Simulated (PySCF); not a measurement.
An unknown shows these calculated signals:

$^{1}$H NMR (500 MHz, computed): δ 9.17 (m, 1H), 8.87 (m, 1H), 8.48 (m, 1H), 2.66 (s, 3H), 2.62 (s, 3H).

$^{13}$C{$^{1}$H} NMR (computed): δ 199.2 (C), 168.8 (CH), 160.6 (CH), 149.8 (C), 143.0 (C), 136.8 (CH), 27.5 (CH3), 26.9 (CH3).

PySCF calculation with σ from GIAO-PBE0/pcSseg-1 and coordinates at the PBE0-D3(BJ)/def2-SVP level; relativity neglected, equivalent nuclei averaged, isolated molecule, a single conformation.

Scale: $^{1}$H (31.27 ppm) and $^{13}$C (184.41 ppm) vs TMS (reference shieldings calculated alike).

Question: Which of these does the molecule contain: a ketone, a CH3CH2 unit, an NH or NH2 group, a nitrile?

Answer: 
- A ketone: yes (δC 199.2).
- A CH3CH2 unit: no.
- An NH or NH2 group: no.
- A nitrile: no.

The data belong to `CC(=O)c1cpcc(C)c1`, C$_{8}$H$_{9}$OP; they needn't prove each group on their own.

Carbon signals by region: 3 in the far downfield region (above 160 ppm), 3 in the sp2 and nitrile region (100–160 ppm), 2 below 50 ppm. Above 160 ppm: 199.2, ketone carbonyl carbon, 168.8, ring CH next to a ring phosphorus, 160.6, ring CH next to a ring phosphorus.

Splittings by $^{31}$P in the carbon and heteronuclear signals aren't shown, as no couplings were computed. Shifts are as computed. Against solution values, carbons near 30 ppm lie about +2 ppm off and those near 130 ppm about +5 ppm (rms about the fit 1.9 ppm; single classes can miss by 10 ppm). Of 1328 compounds with measured shifts, 309 miss one by over three times the rms of a fit or turn the order of signals round; such compounds aren't used in these exercises. Signals without a measured value on file couldn't be tested in this way; 1H shifts scatter by 0.2 ppm about their fit, and single ones miss by 0.5 ppm. No couplings were computed; multiplicities are counted from neighbouring protons, with m where these are inequivalent, close in shift, in a saturated or five-membered ring or joined by F or P, and br s for small geminal =CH2 splittings.
